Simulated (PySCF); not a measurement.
**Correlation energy of Xe²⁺ (xenon, charge +2)**

[Kr] 4d10 5s2 5p3 5d1, high-spin 5D determinant (an excited configuration). Calculation: PySCF 2.14, in x2c-TZVPPall with one added diffuse shell each of s, p, d, f type (9s7p5d3f, 76 functions); scalar relativity by spin-free X2C-1e. Frozen: [Ar] 3d10; 24 electrons correlated.

```
  level  correlation energy (mhartree)
   CCSD                        -533.59
    (T)                          -7.17
CCSD(T)                        -540.76
```

Diagnostics: T1 = 0.0040, D1 = 0.0125, largest double amplitude 0.037.

Question: Is a single reference adequate?

Answer: Yes, within this model without spin-orbit coupling: T1 lies below 0.03 and no double amplitude reaches 0.07.

This basis was not built for core-valence correlation, so the inner-shell part is incomplete.
